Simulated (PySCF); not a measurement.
Al(H)(Me)(OH) (CH₅AlO), SMILES [CH3][AlH][OH]. Atoms are numbered in the order given.

```xyz
8

Al     0.4757     0.1155     0.0000
H      2.0432     0.3769     0.0000
C     -0.3342    -1.6477     0.0000
H     -0.0221    -2.2244     0.8767
H     -1.4252    -1.5956     0.0000
H     -0.0221    -2.2244    -0.8767
O     -0.5642     1.4615     0.0000
H     -0.2391     2.3602     0.0000
```
Charge 0, spin multiplicity 1.

Geometry: PBE0-D3(BJ)/def2-TZVP. One conformer was computed; it need not be the lowest.

All values below come from PBE0/pcJ-1 (PySCF).

Isotropic couplings with Fermi-contact, spin-dipole and both spin-orbit terms, one fixed conformer, no vibrational averaging. Isotopes: 13C, 1H.

```
pair   bonds apart  J (Hz)
-----  -----------  ------
C3–H4            1   116.6
C3–H5            1   122.8
C3–H6            1   116.6
H2–C3            2    28.7
H4–H5            2   -14.9
H4–H6            2   -16.9
H5–H6            2   -14.9
H2–H4            3       …
H2–H5            3       …
H2–H6            3       …
H2–H8            3       …
C3–H8            3       …
H5–H8            4    -0.3
```

Question: What belongs in the gaps? (The exact figures need the calculation; the answer reports its results.)

Answer: 
- H2–H4, J (Hz): -2.3
- H2–H5, J (Hz): 3.3
- H2–H6, J (Hz): -2.3
- H2–H8, J (Hz): -1.5
- C3–H8, J (Hz): 3.8
